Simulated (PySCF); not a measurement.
CdSe, SMILES [Se]=[Cd].

Geometry optimised at B3LYP-D3(BJ)/def2-TZVP. The def2 effective core potentials stand for the cores of Cd; spin–orbit coupling is left out.

Two levels are set side by side: PBE/def2-TZVPD (PySCF) and r2SCAN/def2-TZVPD (PySCF). Same geometry, gas phase. Differences are taken from unrounded values.

| quantity | r2SCAN | PBE | PBE minus r2SCAN |
|---|---|---|---|
| orbital gap (eV) | 0.48 | 0.25 | -0.24 |
| highest occupied level (eV) | -5.28 | -5.13 | 0.16 |
| lowest empty level (eV) | -4.80 | -4.88 | -0.08 |
| dipole moment (D) | 5.67 | 5.22 | -0.45 |
| mean polarisability (bohr³) | 77.8 | 77.6 | -0.3 |

Rough cost on one machine, each run with all the roots and properties that it gave: r2SCAN against PBE about 2 times.
